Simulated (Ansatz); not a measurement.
`C[SiH](O)C=O` + H₂ → `C[SiH2]C=O` + H₂O  (hydrogenolysis of the Si–O bond)

Computed with Ansatz on PBE0-D4/def2-TZVP structures; ΔE is electronic, products minus reactants. CBS: MP2 limit from def2 TZ/QZ plus the TZ coupled-cluster correction, frozen cores. This one scheme is used for every species. DFT in def2-TZVPP. Each species was taken in one conformer, which may not be the lowest.

CCSD(T)/CBS gives +0.82 eV.

**Question.** Another level gave +0.81 eV. Which?
A. PBE0/def2-TZVPP
B. PBE-QIDH/def2-TZVPP
C. r2SCAN-D4/def2-TZVPP
D. revPBE/def2-TZVPP

**Answer.** B. PBE-QIDH 0.81, r2SCAN-D4 0.88, PBE0 0.74, revPBE 0.69 eV.

**Question.** What do rigid-rotor, harmonic-oscillator terms from PBE0-D4/def2-TZVP frequencies (298.15 K, 1 bar) make of the CCSD(T)/CBS value? (An estimate is asked.)

**Answer.** Ansatz gave: ΔZPE = +0.12 eV, ΔH = +0.93 eV, ΔS = 39 J/(mol·K), ΔG = +0.81 eV.

Largest T1 diagnostic among the species: 0.014.

From BLYP to BHLYP (50 % exact exchange), in def2-TZVPP and without D4, ΔE moves by +0.03 eV. In def2-TZVPP, CCSD(T) changes the Hartree–Fock value by +0.06 eV (the triples alone add +0.03 eV) and MP2 by +0.13 eV. At CCSD(T), def2-SVP lies −0.13 eV from the extrapolated value and def2-TZVPP −0.00 eV.
